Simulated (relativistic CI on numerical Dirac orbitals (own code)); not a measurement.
## How well does a small relativistic CI reproduce Si?

Computed by Dirac-Coulomb-Breit CI, orbitals from a KLI potential per configuration, model QED (radiative potential, 1s self-energy scaled to tabulated hydrogen-like ionisation energies), valence Slater integrals scaled by 0.85, P86 correlation energy added to each configuration (own radial code, finite nucleus).

Configurations in the expansion (outside the closed core [Ne]): 3s²3p², 3s3p³, 3s²3p4s, 3s²3p4p, 3s²3p5s, 3s²3p4d, 3s²3p5p, 3s²3p3d, 3s²3d², 3p⁴, 3s²4s², 3s²3p4f, 3s²3p5d, 3s²3p5f, 3s²3p5g, 3s²4s4p. Levels of other configurations are missing.

| Configuration | Term (tabulated) | J | Measured (cm⁻¹) | Computed | Error | Purity (%) |
| --- | --- | --- | --- | --- | --- | --- |
| 3s²3p² | 3P | 0 | 0.0 | 0 | 0 | 98 |
| 3s²3p² | 3P | 1 | 77.1 | 73 | -5 | 98 |
| 3s²3p² | 3P | 2 | 223.2 | 209 | -14 | 98 |
| 3s²3p² | 1D | 2 | 6298.8 | 7342 | 1043 | 99 |
| 3s²3p² | 1S | 0 | 15394.4 | 12104 | -3290 | 94 |
| 3s²3p4s | 3P° | 0 | 39683.2 | 42456 | 2773 | 99 |
| 3s²3p4s | 3P° | 1 | 39760.3 | 42536 | 2775 | 99 |
| 3s²3p4s | 3P° | 2 | 39955.1 | 42734 | 2779 | 99 |
| 3s²3p4s | 1P° | 1 | 40991.9 | 43878 | 2886 | 97 |
| 3s²3p4p | 1P | 1 | 47284.1 | 50183 | 2899 | 96 |
| 3s²3p4p | 3D | 1 | 48020.1 | 50705 | 2685 | 96 |
| 3s²3p4p | 3D | 2 | 48102.3 | 50782 | 2680 | 98 |
| 3s²3p4p | 3D | 3 | 48264.3 | 50950 | 2685 | 100 |
| 3s²3p4p | 3P | 0 | 49028.3 | 51485 | 2457 | 99 |
| 3s²3p4p | 3P | 1 | 49060.6 | 51518 | 2457 | 88 |
| 3s²3p4p | 3P | 2 | 49188.6 | 51652 | 2464 | 98 |
| 3s²3p4p | 3S | 1 | 49399.7 | 51834 | 2434 | 89 |
| 3s²3p4p | 1D | 2 | 50189.4 | 52607 | 2418 | 98 |
| 3s²3p4p | 1S | 0 | 51612.0 | 53947 | 2335 | 93 |
| 3s²3p5s | 3P° | 0 | 54245.0 | 57176 | 2931 | 99 |
| 3s²3p5s | 3P° | 1 | 54313.8 | 57255 | 2941 | 96 |
| 3s²3p5s | 3P° | 2 | 54528.2 | 57460 | 2931 | 99 |
| 3s²3p5s | 1P° | 1 | 54871.0 | 58057 | 3186 | 76 |
| 3s²3p4d | 1D° | 2 | 56503.3 | 60195 | 3691 | 76 |
| 3s²3p5p | 1P | 1 | 56780.4 | 59957 | 3177 | 61 |
| 3s²3p5p | 3D | 1 | 56978.3 | 60105 | 3127 | 58 |
| 3s²3p5p | 3D | 2 | 57017.5 | 60129 | 3112 | 92 |
| 3s²3p5p | 3D | 3 | 57198.0 | 60316 | 3118 | 100 |
| 3s²3p5p | 3P | 0 | 57295.9 | 60356 | 3060 | 99 |
| 3s²3p5p | 3P | 1 | 57328.8 | 60393 | 3065 | 60 |
| 3s²3p4d | 3F° | 2 | 57372.3 | 60733 | 3361 | 90 |
| 3s²3p4d | 3F° | 3 | 57450.6 | 60811 | 3360 | 92 |
| 3s²3p5p | 3P | 2 | 57468.2 | 60530 | 3062 | 93 |
| 3s²3p5p | 3S | 1 | 57541.9 | 60586 | 3044 | 70 |
| 3s²3p4d | 3F° | 4 | 57583.7 | 60942 | 3359 | 93 |
| 3s²3p5p | 1D | 2 | 57798.1 | 60957 | 3159 | 96 |
| 3s²3p5p | 1S | 0 | 58311.7 | 61868 | 3557 | 93 |
| 3s²3p4d | 1P° | 1 | 58801.5 | 62428 | 3626 | 75 |
| 3s²3p4d | 1F° | 3 | 58893.4 | 62623 | 3730 | 67 |

Measured levels from NIST Handbook of Basic Atomic Spectroscopic Data (Sansonetti and Martin, J. Phys. Chem. Ref. Data 34, 1559 (2005)); pairs were made by configuration, J and term (by order where the table uses no LS term), so strongly mixed levels may be paired wrongly.

Mean error by configuration (cm⁻¹): 3s²3p² -566; 3s²3p4s 2804; 3s²3p4p 2551; 3s²3p5s 2998; 3s²3p4d 3521; 3s²3p5p 3148. Over the excited levels the mean absolute error is 2781 cm⁻¹ (38 of the 48 excited levels that our extract of the source holds in range could be paired, and the others can miss by more), and the median relative error of those above 1,000 cm⁻¹ is 5.6 %.
